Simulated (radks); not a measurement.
Results of a calculation; reference values are marked as such.
Problem. Mo31+, 11 electrons, occupied as [He] 2s1.75 2p6 3s1 4f0.25 (fractional occupations, a model configuration). Level of theory: Dirac Kohn-Sham, PBE, spin-unpolarised, spherical densities, point nucleus; open shells fill j = l - 1/2 first (a radial shooting solver on a logarithmic mesh with Libxc functionals). Some entries of the table are withheld. Estimate them.

orbital  occ.  eigenvalue (eV)  <1/r> (bohr^-1)  <r^2> (bohr^2)
1s1/2       2        -21555.63            43.58        0.001665
2s1/2    1.75              (1)            10.12             (2)
2p1/2       2              (3)            10.07         0.01992
2p3/2       4              (4)            9.596         0.02115
3s1/2       1        -1772.279              (5)          0.1509
4f5/2    0.25              (6)              (7)          0.3468
4f7/2       0              (8)              (9)          0.3481

Solution. 
(1) 2s1/2 eigenvalue (eV): -4425.807
(2) 2s1/2 <r^2> (bohr^2): 0.02658
(3) 2p1/2 eigenvalue (eV): -4226.676
(4) 2p3/2 eigenvalue (eV): -4115.247
(5) 3s1/2 <1/r> (bohr^-1): 4.115
(6) 4f5/2 eigenvalue (eV): -850.9971
(7) 4f5/2 <1/r> (bohr^-1): 2.023
(8) 4f7/2 eigenvalue (eV): -849.9392
(9) 4f7/2 <1/r> (bohr^-1): 2.018
